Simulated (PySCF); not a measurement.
Compound: C3H6F2O2.
Atom-mapped SMILES: `[CH3:1][O:2][CH2:3][O:4][CH:5]([F:6])[F:7]` (hydrogens: H8, H9, H10 on C1; H11, H12 on C3; H13 on C5)

Cartesian coordinates in Å at the PBE0-D3(BJ)/def2-SVP level; atoms count from 1:
```
atom  x, y, z in Å
C1    -1.8889   -0.1754   -0.2307
O2    -0.6883   -0.6688   -0.7722
C3     0.2810   -0.9473    0.1632
O4     0.7945    0.2149    0.7768
C5     1.5657    0.9884   -0.0306
F6     1.6302    2.2025    0.5150
F7     2.8207    0.4945   -0.0922
H8    -2.3303   -0.8959    0.4826
H9    -1.7387    0.7847    0.2910
H10   -2.5886   -0.0266   -1.0631
H11    1.0824   -1.4952   -0.3579
H12   -0.1070   -1.5551    0.9992
H13    1.1714    1.0574   -1.0602
```

Level of theory: core-valence-separated Tamm–Dancoff BHandHLYP/aug-pcX-1 (pcseg-1 on H) in PySCF, non-relativistic, gas phase, PBE0-D3(BJ)/def2-SVP geometry. No empirical shift is added; at this level the pattern usually sits a few eV under experiment.

The lowest roots of each edge with f over 0.003 (five at most, numbered afresh; weaker and dark ones are left out), with transition dipoles (au) in the frame of the coordinates:

| root | edge | E (eV) | μx | μy | μz |
| --- | --- | --- | --- | --- | --- |
| 1 | C | 286.75 | -0.0665 | 0.0100 | 0.0206 |
| 2 | C | 287.25 | -0.0290 | 0.0082 | 0.0013 |
| 3 | C | 287.54 | 0.0061 | -0.0417 | 0.0574 |
| 4 | C | 287.87 | 0.0165 | 0.0556 | 0.0434 |
| 5 | C | 288.51 | 0.0208 | -0.0660 | 0.0236 |
| 6 | O | 534.10 | -0.0210 | 0.0106 | 0.0192 |
| 7 | O | 534.43 | 0.0156 | -0.0063 | -0.0205 |
| 8 | O | 534.95 | 0.0230 | -0.0016 | 0.0096 |
| 9 | O | 535.01 | -0.0071 | -0.0330 | -0.0209 |
| 10 | O | 535.41 | 0.0088 | -0.0259 | 0.0095 |
| 11 | F | 686.90 | 0.0273 | -0.0067 | 0.0038 |
| 12 | F | 687.09 | 0.0039 | 0.0256 | 0.0165 |
| 13 | F | 687.50 | -0.0347 | 0.0076 | -0.0022 |
| 14 | F | 687.67 | 0.0068 | 0.0294 | 0.0152 |
| 15 | F | 687.90 | 0.0131 | -0.0211 | 0.0010 |

What are the oscillator strengths?

f = (2/3) ΔE |μ|², with ΔE in hartree (27.2114 eV):

```csv
root,ΔE (Eh),|μ|² (au),f,core hole on
1,10.5377,0.004947,0.035,C1
2,10.5564,0.000910,0.006,C1
3,10.5668,0.005071,0.036,C1
4,10.5788,0.005247,0.037,C1
5,10.6027,0.005346,0.038,C3
6,19.6276,0.000922,0.012,O2
7,19.6398,0.000703,0.009,O2
8,19.6591,0.000624,0.008,O2
9,19.6613,0.001576,0.021,O4
10,19.6758,0.000838,0.011,O2
11,25.2431,0.000805,0.014,F7
12,25.2500,0.000943,0.016,F6
13,25.2650,0.001267,0.021,F7
14,25.2713,0.001142,0.019,F6
15,25.2798,0.000618,0.010,F7
```

Molecules are fixed in this frame and the field points along (1, 1, 0)/√2. What effective strengths 3 f cos²θ do the roots have (θ between field and μ)?

root 1 (C1): 0.034, root 2 (C1): 0.005, root 3 (C1): 0.013, root 4 (C1): 0.055, root 5 (C3): 0.022, root 6 (O2): 0.002, root 7 (O2): 0.002, root 8 (O2): 0.009, root 9 (O4): 0.032, root 10 (O2): 0.006, root 11 (F7): 0.011, root 12 (F6): 0.022, root 13 (F7): 0.019, root 14 (F6): 0.033, root 15 (F7): 0.002. Root 4 is the strongest. Averaged over all orientations cos²θ is 1/3, which gives f back.

One conformer stands for the species.
